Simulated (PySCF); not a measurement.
Electron correlation in Ag (silver, neutral)

[Kr] 4d9 5s1 5p1, one real determinant (an excited configuration). Computed with PySCF 2.14 in aug-cc-pwCVDZ-PP with ECP28MDF, with scalar relativity through the core potential. Frozen: 4s2 4p6; 11 electrons correlated.

```tsv
level	correlation energy (mhartree)
CCSD	-304.63
(T)	-7.68
CCSD(T)	-312.31
```

Diagnostics: T1 = 0.013, D1 = 0.0519, largest double amplitude 0.027.

Question: Is a single reference adequate?

Answer: Yes, within this model without spin-orbit coupling: T1 lies below 0.03 and no double amplitude reaches 0.07.

The reference is one real determinant that mixes LS terms of this configuration.
